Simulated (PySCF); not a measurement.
# Polarisability and C₆ of Cr (chromium, neutral)

[Ar] 3d4 4s2, high-spin 5D determinant (an excited configuration). Calculation: PySCF 2.14, in aug-cc-pVQZ-DK; the spin-free X2C one-electron Hamiltonian (Gaussian nucleus). Coupled (time-dependent) response in atomic units; α is the mean over directions.

| method | mean α (bohr³) | α xx, yy, zz | C₆ (like pair) | S(−4) |
| --- | --- | --- | --- | --- |
| BP86 | 76.96 | 79.15, 79.15, 72.58 | 761.8 | 3395 |

S(−4) is the Cauchy moment in α(ω) = α(0) + S(−4) ω² + …

α(iu) at BP86:

```tsv
u (hartree)	α(iu) (bohr³)
0	76.96
0.0500	69.59
0.100	55.18
0.200	32.14
0.300	20.13
0.500	10.25
0.750	5.921
1.00	4.034
1.50	2.354
2.00	1.589
3.00	0.8863
5.00	0.4001
```

A single London oscillator, α(iu) = α/(1 + u²/ω²), gives C₆ = (3/4) ω α². Matching the computed C₆ needs ω = 4 × 761.8 / (3 × 76.96²) = 0.171 hartree.

The components differ because the open shell of this determinant is not spherical; for a pure term their mean is the scalar polarisability.
